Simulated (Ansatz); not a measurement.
Ideal-gas functions of CH4ClFNNb (`[CH3][Nb](=[NH])([F])[Cl]`) at 400 K and 1 bar, from an Ansatz frequency run at PBE0-D4/def2-TZVP.

Molar mass 177.41 g/mol, point group C1 (symmetry number 1), electronic degeneracy 1, moments of inertia 163.921, 275.504, 297.717 u Å². Harmonic wavenumbers (cm⁻¹, unscaled): 114, 125, 146, 163, 216, 238, 413, 505, 529, 545, 568, 669, 699, 1036, 1187, 1408, 1414, 3025, 3118, 3130, 3644.

Use S(trans) = R[1.5 ln M + 2.5 ln T − 1.1517]; rotational temperatures θ = 24.2544 K / I; S(rot) = R[ln(√π/σ · √(T³/θAθBθC)) + 1.5]; for each mode x = 1.438777 ν̃/T, S = R[x/(eˣ − 1) − ln(1 − e⁻ˣ)] and H = RT x/(eˣ − 1); 1 cm⁻¹ = 0.0119627 kJ/mol; R = 8.31446 J/(mol·K).

**Question.** By hand: the entropy, in J/(mol·K).

**Answer.** Translation 179.5. Rotation: θ = 0.148, 0.088, 0.0815 K, giving 120.4. Vibration, mode by mode: 15.78, 15.03, 13.76, 12.87, 10.62, 9.86, 5.75, 4.41, 4.12, 3.93, 3.68, 2.77, 2.54, 0.97, 0.62, 0.32, 0.31, 0.00, 0.00, 0.00, 0.00, in all 107.4. Electronic 0.0. Sum 407.3 J/(mol·K).

**Question.** By hand: H − E and G − E in kJ/mol, counted from the electronic energy.

**Answer.** Zero-point energy ½ × 22892 × 0.0119627 = 136.9; thermal vibration 22.7; translation, rotation and pV give 4 RT = 13.3. H − E = 172.9 kJ/mol, and G − E = 172.9 − 400 × 407.3/1000 = 10.0 kJ/mol.

Vibration gives 26 % of the entropy, 44.6 J/(mol·K) of it from the modes under 150 cm⁻¹: soft modes count most, and the harmonic formula is weakest for them. The sum counts one conformer and one mirror image; others add a mixing term.
